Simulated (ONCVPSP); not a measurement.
## An all-electron radial function and its pseudo partner (F)

Columns: radius, all-electron u(r) and pseudo u(r) of the 2s shell (level -30.38 eV) of fluorine in the configuration [He] 2s1 2p6; PBE, scalar-relativistic, ONCV scheme, ONCVPSP 4.0.1.

```json
{"r (bohr)": "0.062", "all-electron": "-0.4194", "pseudo": "0.0540"}
{"r (bohr)": "0.125", "all-electron": "-0.4132", "pseudo": "0.1202"}
{"r (bohr)": "0.188", "all-electron": "-0.2209", "pseudo": "0.2061"}
{"r (bohr)": "0.250", "all-electron": "0.0272", "pseudo": "0.3124"}
{"r (bohr)": "0.312", "all-electron": "0.2734", "pseudo": "0.4362"}
{"r (bohr)": "0.375", "all-electron": "0.4940", "pseudo": "0.5706"}
{"r (bohr)": "0.438", "all-electron": "0.6743", "pseudo": "0.7024"}
{"r (bohr)": "0.500", "all-electron": "0.8106", "pseudo": "0.8178"}
{"r (bohr)": "0.562", "all-electron": "0.9091", "pseudo": "0.9099"}
{"r (bohr)": "0.625", "all-electron": "0.9749", "pseudo": "0.9749"}
{"r (bohr)": "0.688", "all-electron": "1.0120", "pseudo": "1.0119"}
{"r (bohr)": "0.750", "all-electron": "1.0257", "pseudo": "1.0256"}
{"r (bohr)": "0.812", "all-electron": "1.0216", "pseudo": "1.0216"}
{"r (bohr)": "0.875", "all-electron": "1.0034", "pseudo": "1.0034"}
{"r (bohr)": "0.938", "all-electron": "0.9747", "pseudo": "0.9746"}
{"r (bohr)": "1.000", "all-electron": "0.9390", "pseudo": "0.9390"}
{"r (bohr)": "1.062", "all-electron": "0.8983", "pseudo": "0.8983"}
{"r (bohr)": "1.125", "all-electron": "0.8537", "pseudo": "0.8536"}
{"r (bohr)": "1.188", "all-electron": "0.8072", "pseudo": "0.8071"}
{"r (bohr)": "1.250", "all-electron": "0.7608", "pseudo": "0.7608"}
{"r (bohr)": "1.312", "all-electron": "0.7146", "pseudo": "0.7146"}
{"r (bohr)": "1.375", "all-electron": "0.6685", "pseudo": "0.6685"}
{"r (bohr)": "1.438", "all-electron": "0.6237", "pseudo": "0.6237"}
{"r (bohr)": "1.500", "all-electron": "0.5813", "pseudo": "0.5813"}
{"r (bohr)": "1.562", "all-electron": "0.5407", "pseudo": "0.5407"}
{"r (bohr)": "1.625", "all-electron": "0.5015", "pseudo": "0.5015"}
```

(1) How many radial nodes do the two functions have?

(2) At about which radius was the pseudo-wave matched?

(3) Where does each function peak?

(4) Is the pseudo-wave norm-conserving?

Results:

(1) The all-electron 2s function has n − l − 1 = 1; the pseudo-wave has 0, since the states of the same l below it are removed with the core.

(2) 0.65 bohr, where the columns begin to agree (steps of 0.06 bohr).

(3) Outermost all-electron maximum near 0.75 bohr, pseudo maximum near 0.75 bohr (to the table’s step).

(4) Yes: the ONCV scheme keeps the norm inside the radius equal to the all-electron one, which fixes the energy derivative of the logarithmic derivative at the level.
